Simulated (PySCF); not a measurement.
C2H5Te, SMILES [Te]([CH2])C, multiplicity 2.

Geometry: B3LYP-D3(BJ)/def2-SVP. The isomer is the one that the SMILES or the coordinates give; other isomers of the formula were not compared. The def2 effective core potentials stand for the cores of Te; spin–orbit coupling is left out.

The numbers are results of PySCF with B3LYP-D3(BJ)/def2-SVP, not measurements.

Frequencies are harmonic and unscaled.

```csv
mode,ν (cm⁻¹),IR (km/mol),moving atoms (share of kinetic energy)
1,94,0.0,H 96 %
2,159,5.4,H 94 %
3,188,1.6,"C 59 %, H 33 %, Te 8 %"
4,305,66.0,"H 81 %, C 19 %"
5,518,1.8,"C 75 %, H 15 %, Te 10 %"
6,601,0.5,"C 76 %, H 14 %, Te 10 %"
7,751,0.9,"H 87 %, C 13 %"
8,829,9.1,"H 88 %, C 12 %"
9,867,13.1,"H 81 %, C 18 %"
10,1239,13.8,"H 85 %, C 15 %"
11,1325,5.2,"H 89 %, C 11 %"
12,1434,6.5,H 95 %
13,1444,7.1,H 95 %
14,3059,11.0,H 98 %
15,3140,3.2,H 96 %
16,3176,1.8,"H 90 %, C 10 %"
17,3183,0.9,"H 90 %, C 10 %"
18,3282,0.1,"H 89 %, C 11 %"
```
